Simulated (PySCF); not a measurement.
Compound: ReO4 (charge -1 and singlet state).
Bonds: O1–Re2 (double), Re2–O3 (double), Re2–O4 (double), Re2–O5.

Method used: PySCF 2.14.0, PBE0-D3(BJ)/def2-SVP geometry optimisation, gas phase, def2 core potentials past Kr.

**Question.** How far are the bound atoms from Re2?

**Answer.** 4 atoms: O3 1.729 Å, O4 1.729 Å, O1 1.730 Å, O5 1.730 Å.

**Question.** What is the shape at Re2?

**Answer.** Tetrahedral: angles from 109.4° to 109.5°; τ4 = (360° − α − β)/141° = 1.00 with α and β the two widest (0 for a square, 1 for a tetrahedron).

**Question.** What are the rotational constants (commonest isotopes, rigid rotor)?

**Answer.** A = 3964, B = 3962, C = 3959 MHz: a spherical top.

Point group: Td (tolerance 0.08 Å). Charge -1, singlet. Stationary, but not proved a minimum.

Hardware: one thread, Arm Neoverse V1 (aarch64), shared host with 32 logical CPUs at a one-minute load of 12. Cost: 19 s, 0.37 GiB resident at most. This is the geometry optimisation.
